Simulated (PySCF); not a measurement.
Gas-phase equilibrium of 1 mol TiCl4, 74 mol O2 at 600 K and 0.00133 bar, among 9 species (ClO, O2, O, TiCl4, O3, TiOCl2, Cl, Cl2, TiO2). Only gases are allowed; each row takes one source of thermochemistry for all species, and Cantera finds the minimum.

Method: PySCF energies (xtb for GFN2) plus ideal-gas RRHO corrections (1 bar). 'Table' is the NASA 1993 thermochemical table (part measured, part estimated). After a fit of one offset per element over all species, the range-separated, M06-2X, PBE0/def2-QZVP and CCSD(T)/def2-TZVPP enthalpies, where run, lie to one side of the table for O3 (+19 kJ/mol), TiOCl2 (-50 kJ/mol): a fault of the table's entry, another state or a shared error of the levels is possible; this was not checked at source. S°(298 K) at PBE0/def2-TZVP differs from the NASA 1993 table for TiOCl2 (+10 J/mol/K); whether the harmonic model or the table's entry is off was not settled. † marks an energy on the PBE0/def2-TZVP geometry and frequencies; other levels use their own. Open shells (unrestricted) among the columns below: O2 (multiplicity 3); the rest are closed-shell singlets. GFN2 has no spin-polarisation term. B3LYP is the form with VWN-RPA correlation. The harmonic model lacks anharmonicity and excited electronic states, which grow with temperature; levels with a mode under 35 cm⁻¹ are left out. Strong static correlation: O3. Soft modes under 120 cm⁻¹ make the harmonic entropy rough for TiCl4, TiOCl2. The table's entry may be an old estimate for TiOCl2 (not checked at source). Warning, point group unlike the PBE0 one: TiOCl2 (GFN2-xTB, PBE/def2-SVP).

Molecules larger than those listed are left out. Table species left out: Ti, TiCl, TiCl2, TiCl3, TiO, TiOCl.

Mole fractions:

| thermochemistry | x O2 | x O3 | x TiCl4 | x TiOCl2 | x Cl2 |
|---|---|---|---|---|---|
| table | 0.99 | <1e-12 | 0.013 | 3.5e-8 | 3.5e-8 |
| B3LYP/def2-TZVP† | 0.99 | <1e-12 | 0.013 | 2.1e-6 | 2.1e-6 |
| GFN2-xTB | 4.3e-8 | 0.98 | 0.020 | 1.7e-6 | 1.7e-6 |
| PBE/def2-SVP | 0.99 | <1e-12 | 0.013 | 1.6e-7 | 1.6e-7 |
| PBE0/def2-QZVP† | 0.99 | <1e-12 | 0.013 | 1.3e-6 | 1.3e-6 |
| PBE0/def2-SVP† | 0.99 | <1e-12 | 0.013 | 8.8e-8 | 8.7e-8 |
| r2SCAN/def2-TZVP† | 0.99 | <1e-12 | 0.013 | 6.6e-8 | 6.6e-8 |
The most sensitive of these is O3: it spans a factor of 10^12.0 over these rows; at this temperature one factor of ten is RT ln 10 = 11 kJ/mol.
